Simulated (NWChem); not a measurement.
SnNH$_{4}$Cl; SMILES [NH2][SnH2][Cl]

```xyz
7

Sn    -0.3133     0.3585     0.0000
N      1.3219     1.5529     0.0000
Cl     0.2895    -1.9373     0.0000
H     -1.1678     0.6247    -1.4523
H     -1.1678     0.6247     1.4523
H      1.9123     1.4435    -0.8225
H      1.9123     1.4435     0.8225
```
Atoms are numbered in this order, from 1.

Geometry: optimised at PBE0/def2-SVP. def2 effective core potentials on Sn; no spin-orbit coupling.

Symmetry labels are those of Cs in the frame above (b1 and b2, or b-type labels, depend on it).

Q: List the 4 lowest vertical singlet excitations from CAM-B3LYP/def2-SVP with def2 effective core potentials on Sn, full TDDFT (NWChem).

A: 
| state | energy (eV) | oscillator strength | symmetry | leading excitation (squared amplitude) |
|---|---|---|---|---|
| S1 | 6.19 | 0.083 | a' | HOMO → LUMO (0.56) |
| S2 | 6.57 | 0.021 | a" | HOMO−1 → LUMO (0.94) |
| S3 | 6.61 | 0.026 | a' | HOMO−2 → LUMO (0.51) |
| S4 | 6.98 | 0.029 | a' | HOMO−2 → LUMO (0.46) |
